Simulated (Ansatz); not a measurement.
Relaxation of C2H8FIn (12 atoms, charge 0, multiplicity 1), to a largest force component of 0.03 eV/Å in at most 50 steps.

The calculation used RKS PBE0-D4/def2-SVP (Ansatz).

```xyz
12
Properties=species:S:1:pos:R:3
In -0.254 0.268 0.177
F 2.487 1.570 -1.074
C 0.441 -0.906 1.850
C -1.431 -0.350 -1.524
H 1.834 2.043 -0.644
H 0.136 1.965 0.242
H 1.541 -0.865 1.889
H 0.062 -0.462 2.785
H 0.124 -1.956 1.802
H -1.624 -1.431 -1.546
H -2.399 0.179 -1.504
H -0.917 -0.056 -2.452
```

Q: Where does it end, and by what steps?

A: The forces met the threshold. After 8 steps the energy has fallen by 0.173 eV; F2 moved furthest, 0.66 Å.

```csv
step,energy less start (eV),largest force component (eV/Å),accepted
0,0.0000,0.774,yes
1,-0.0777,0.172,yes
2,-0.1266,0.252,yes
3,-0.1538,0.220,yes
4,-0.1566,0.607,yes
5,-0.1712,0.150,yes
6,-0.1727,0.065,yes
7,-0.1727,0.064,no
8,-0.1730,0.010,yes
```

```xyz
12
Properties=species:S:1:pos:R:3
In -0.152 0.335 0.138
F 2.041 1.108 -0.933
C 0.513 -0.843 1.820
C -1.349 -0.283 -1.548
H 1.565 1.834 -0.552
H 0.160 2.105 0.259
H 1.610 -0.800 1.885
H 0.101 -0.426 2.751
H 0.201 -1.893 1.730
H -1.508 -1.371 -1.557
H -2.329 0.218 -1.509
H -0.853 0.014 -2.484
```

Whether the end is a true minimum wasn't checked by a vibrational analysis.

Time of the run: 30 s on 2 threads of AMD EPYC 7R43 64-Core Processor (Zen 3), with other jobs on the host, peak memory 0.25 GiB.
